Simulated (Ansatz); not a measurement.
H6Si4, SMILES `[SiH3][Si]1=[SiH][SiH2]1` (charge 0, multiplicity 1).

The numbers are results of frozen-core CCSD(T)/cc-pVTZ // PBE0-D3(BJ)/def2-TZVP (Ansatz, a first-principles code), not measurements.

Ansatz 0.2 input:
```yaml
crystal:
  periodic: [false, false, false]
  atoms:
    - { symbol: Si, position_ang: [-2.369108, 0.103161, 0.048293] }
    - { symbol: Si, position_ang: [-0.055984, -0.09865, -0.135481] }
    - { symbol: Si, position_ang: [1.638717, -0.908539, -1.108584] }
    - { symbol: Si, position_ang: [2.031238, 0.45959, 0.664126] }
    - { symbol: H, position_ang: [-3.001375, -0.517705, -1.143153] }
    - { symbol: H, position_ang: [-2.832987, -0.58456, 1.281022] }
    - { symbol: H, position_ang: [-2.733437, 1.541447, 0.124093] }
    - { symbol: H, position_ang: [2.2057, -1.762864, -2.186562] }
    - { symbol: H, position_ang: [2.584941, 1.832488, 0.489708] }
    - { symbol: H, position_ang: [2.532296, -0.064369, 1.966537] }
basis:
  gaussian: { orbitals: cc-pVTZ }
correlation:
  method: ccsd_t
```

Output:

```
Functional definition: HF
1274 factors; integrals over basis functions are off by at most 9.8e-4 eV
mean field evaluation 1: about -31540.4520 eV, gradient 1.7e1 eV
mean field evaluation 2: about -31540.9098 eV, gradient 1.7e1 eV
mean field evaluation 4: about -31542.7667 eV, gradient 2.3e0 eV
mean field evaluation 8: about -31542.7915 eV, gradient 1.4e-1 eV
mean field evaluation 16: about -31542.0147 eV, gradient 5.7e0 eV
mean field -31542.79160665 eV, -1159.1762110724 hartree, gradient 5.4e-6 eV, S^2 0.000000; 0 other end points of the search recorded, 0 dependent functions left out; unrestricted orbitals would lower it
20 core orbitals not correlated
reference -31542.79160665 eV, -1159.1762110724 hartree; 11, 11 occupied and 189, 189 virtual orbitals, 1274 factors
second order -13.11739738 eV of doubles, -0.00000000 eV of singles
cycle   1  -14.15581385 eV  change    -1.0e0 eV  update   1.1e-1
cycle   2  -14.66770693 eV  change   -5.1e-1 eV  update   3.6e-2
cycle   3  -14.76241825 eV  change   -9.5e-2 eV  update   1.6e-2
cycle   4  -14.75801018 eV  change    4.4e-3 eV  update   4.5e-3
cycle   5  -14.75616433 eV  change    1.8e-3 eV  update   1.7e-3
cycle   6  -14.75578966 eV  change    3.7e-4 eV  update   5.1e-4
cycle   7  -14.75580128 eV  change   -1.2e-5 eV  update   1.7e-4
cycle   8  -14.75590097 eV  change   -1.0e-4 eV  update   8.1e-5
cycle   9  -14.75591359 eV  change   -1.3e-5 eV  update   3.3e-5
cycle  10  -14.75589650 eV  change    1.7e-5 eV  update   1.4e-5
perturbative correction -0.78960382 eV, -0.0290174051 hartree
Total energy: -31558.33710697 eV, -1159.7474976721 hartree
```
